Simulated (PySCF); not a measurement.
# Worked example: chemical shift, span and skew from a shielding tensor

prop-2-enylcyclopropane (C6H10), SMILES C=CCC1CC1. Atoms are numbered in the order given.

```xyz
16

C      2.2432     0.1660     0.8343
C      1.4011    -0.3815    -0.0463
C      0.5034     0.3862    -0.9748
C     -0.9865     0.3021    -0.6531
C     -1.4934     0.4080     0.7600
C     -1.6151    -0.8969     0.0109
H      2.3389     1.2528     0.9312
H      2.8717    -0.4470     1.4862
H      1.3415    -1.4750    -0.1082
H      0.8041     1.4482    -0.9780
H      0.6550     0.0121    -2.0042
H     -1.6071     0.7907    -1.4128
H     -2.3990     0.9916     0.9474
H     -0.7471     0.4585     1.5585
H     -0.9695    -1.7217     0.3238
H     -2.6049    -1.2135    -0.3296
```
Charge 0, spin multiplicity 1.

The structure is a stationary point at B3LYP-D3(BJ)/def2-SVP. Other conformers were not sampled.

GIAO shieldings from PBE/pcSseg-1 (PySCF), non-relativistic, no solvent. The symmetric part of the tensor of C2 has the principal values -80.2, 38.2, 155.7 ppm. The same nucleus in TMS has σ = 182.0 ppm at this level (PySCF, at its B3LYP-D3(BJ)/def2-TZVP geometry).

Task: Work out the isotropic shielding, the ¹³C shift against TMS, the span and the skew.

Result: 
σ(iso) = (σ11 + σ22 + σ33)/3 = 37.9 ppm. δ = σ(ref) − σ(iso) = 182.0 − (37.9) = 144.1 ppm.
Span Ω = σ33 − σ11 = 235.9 ppm. Skew κ = 3(σ(iso) − σ22)/Ω = 0.00. Tumbling in solution averages the tensor to δ; in a static solid the shielding alone would spread this spin-1/2 line over Ω.
